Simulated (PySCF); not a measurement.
An excited-state job on `C[SiH2]C#[C][GeH3]`.

Method: TDDFT CAM-B3LYP/def2-SVPD, vertical, gas phase, core orbitals frozen in the response (PySCF 2.14.0, density-fitted response routines). Geometry: PBE0-D3(BJ)/def2-SVP. The command runs a driver script over a list of jobs; the input below is this job's line of settings and its coordinates in Å.

Command:
```bash
OMP_NUM_THREADS=1 python probes_run.py task.json out
```

Input:
```
{"job": {"kind": "uv", "xc": "CAM-B3LYP", "basis": "def2-SVPD", "dynamic": true, "nstates": 6, "ntriplets": 0}, "charge": 0, "multiplicity": 1}
C      2.749804     1.135327    -0.031689
Si     1.579500     0.383207     1.224825
C     -0.106019     0.224284     0.504014
C     -1.218558     0.129277     0.002112
Ge    -2.952272    -0.021029    -0.763575
H      3.760642     1.232378     0.393561
H      2.402366     2.134728    -0.333618
H      2.809933     0.504480    -0.931118
H      2.043144    -0.976203     1.636434
H      1.487416     1.240145     2.445353
H     -3.904983    -0.620139     0.281020
H     -3.433617     1.377456    -1.177042
H     -2.872926    -0.936437    -1.994093
```

Give the output.

```
coarse grid: 49144 points
cycle   1  E = -2485.1397219187  dE = -4.560e-01  |g| = 5.246e-01  |ddm| = 6.117e+00
cycle   2  E = -2485.1524938007  dE = -1.277e-02  |g| = 5.006e-01  |ddm| = 1.685e+00
cycle   3  E = -2485.1906164118  dE = -3.812e-02  |g| = 4.590e-02  |ddm| = 8.116e-01
cycle   4  E = -2485.1906450931  dE = -2.868e-05  |g| = 4.466e-02  |ddm| = 1.498e-01
cycle   5  E = -2485.1911396333  dE = -4.945e-04  |g| = 7.192e-03  |ddm| = 7.412e-02
cycle   6  E = -2485.1911518584  dE = -1.223e-05  |g| = 1.261e-03  |ddm| = 2.407e-02
cycle   7  E = -2485.1911522651  dE = -4.067e-07  |g| = 3.227e-04  |ddm| = 4.685e-03
final grid: 101568 points
cycle   8  E = -2485.1911335383  dE = -2.629e-08  |g| = 2.798e-04  |ddm| = 3.234e-03
cycle   9  E = -2485.1911335422  dE = -3.884e-09  |g| = 2.640e-04  |ddm| = 1.052e-03
cycle  10  E = -2485.1911335553  dE = -1.314e-08  |g| = 1.277e-05  |ddm| = 3.789e-04
cycle  11  E = -2485.1911335554  dE = -5.912e-11  |g| = 6.706e-06  |ddm| = 3.659e-05
converged SCF energy = -2485.1911335554

Static polarisability (au): isotropic 96.114, principal 76.163 81.640 130.540

Singlet excitations
state   eV       nm        f      main configurations
  1   5.6125    220.9   0.00004   H->L 0.45, H-1->L+1 0.39
  2   5.8580    211.6   0.00511   H->L+1 0.44, H-1->L 0.41
  3   5.8587    211.6   0.00316   H-1->L+1 0.51, H->L 0.34
  4   7.3468    168.8   0.00028   H->L+2 0.79
  5   7.3587    168.5   0.02049   H-1->L+2 0.75, H-1->L 0.09
  6   7.7514    160.0   1.20263   H-1->L 0.40, H->L+1 0.34, H-1->L+2 0.09
```

The SCF starts on a coarse grid where the log names one; the energy can jump when the final grid takes over, and dE then counts from the start density on the new grid. H and L stand for HOMO and LUMO; the number after each pair is its weight.

Give the mean polarisability as a volume in Å³, and the ratio of the largest to the smallest principal value.

96.114 au × 0.148185 = 14.24 Å³; 130.540/76.163 = 1.71.

How does the lowest singlet excitation compare with the HOMO–LUMO gap?

HOMO -9.23 eV and LUMO 0.61 eV give a gap of 9.84 eV; S1 at 5.61 eV lies 4.23 eV below it.

In short: HOMO -9.23 eV, LUMO 0.61 eV; lowest singlet 5.61 eV; mean polarisability 96.1 au.

 Relativistic effects, spin–orbit coupling among them, are left out although an element past zinc is present.

The run took about 90 s of CPU time (grids of density and orbitals included) (one thread, shared machine).
Labels such as C1 count atoms from 1, the log's own numbers from 0.
